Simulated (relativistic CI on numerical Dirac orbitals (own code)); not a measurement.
Pr²⁺: 3d photoemission

Computed with this model: Dirac-Coulomb-Breit CI, orbitals from a KLI potential per configuration, model QED (radiative potential, 1s self-energy scaled to tabulated hydrogen-like ionisation energies), valence Slater integrals scaled by 0.8, multiplet model of photoemission in the sudden approximation; configurations [Xe] 4f3 → [Ar] 3d9 4s2 4p6 4d10 4f3 5s2 5p6; 300 K; Lorentzian 0.9 eV and Gaussian 0.7 eV FWHM. Energies are those of the free ion, without screening or charge transfer. The energies are binding energies and can lie tens of eV above those of solids. S is read from ⟨S²⟩ = S(S + 1).

free ion: ground-state S = 1.48, centroid 954.56 eV. Peaks (eV, height): 945.9 (100), 966.6 (40), 970.1 (13).

Strongest unbroadened transitions for free ion:

| Energy (eV) | Relative strength |
| --- | --- |
| 945.42 | 44.7 |
| 945.44 | 37.1 |
| 945.46 | 39.6 |
| 945.59 | 24.2 |
| 945.80 | 13.3 |
| 945.95 | 100.0 |
| 946.12 | 12.4 |
| 946.20 | 41.7 |
| 946.23 | 64.2 |
| 946.29 | 9.4 |
| 946.64 | 17.6 |
| 965.77 | 89.9 |
| 966.74 | 47.5 |
| 966.81 | 19.3 |
| 967.29 | 13.9 |
| 967.46 | 20.1 |
| 969.92 | 10.6 |
| 970.24 | 19.1 |
